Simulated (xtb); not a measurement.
H$_{6}$AgN$_{2}$, charge +1, singlet, geometry from GFN2-xTB (such geometries of metal compounds can be far from the true shape). Base run: GFN2-xTB in xtb.

Geometry (Å):
```xyz
9

Ag     0.0000     0.0000     0.0000
N     -1.2407    -0.6708     1.7729
H     -1.6572     0.1119     2.2757
H     -0.6933    -1.1915     2.4571
H     -2.0120    -1.2791     1.5010
N      1.2407     0.6708    -1.7729
H      0.9962     1.6091    -2.0871
H      1.1278     0.0601    -2.5810
H      2.2385     0.6896    -1.5656
```
Charge +1, spin multiplicity 1.
All else is at xtb's defaults.
Base energy -12.39823 Eh.

Each row names what was changed in the base input (with any setting that the change needs).

| change | ΔE vs base (kJ/mol) | HOMO-LUMO gap (eV) | G_solv (kcal/mol) | SCF cycles |
|---|---|---|---|---|
| base | 0.00 | 5.32 | - | 10 |
| etemp = 5000 | -0.62 | 5.33 | - | 10 |
| gbsa = methanol | -220.8 | 5.31 | -53.03 | 9 |
| etemp = 3000 | -0.01 | 5.32 | - | 10 |
| gbsa = water | [?] | [?] | [?] | 9 |

### Question
Complete the blanks.

### Answer

- gbsa = water, ΔE vs base (kJ/mol): -227.3
- gbsa = water, HOMO-LUMO gap (eV): 5.30
- gbsa = water, G_solv (kcal/mol): -54.71

ALPB and GBSA are two models with their own fitted parameters for each solvent, which aren't always the measured dielectric constant.
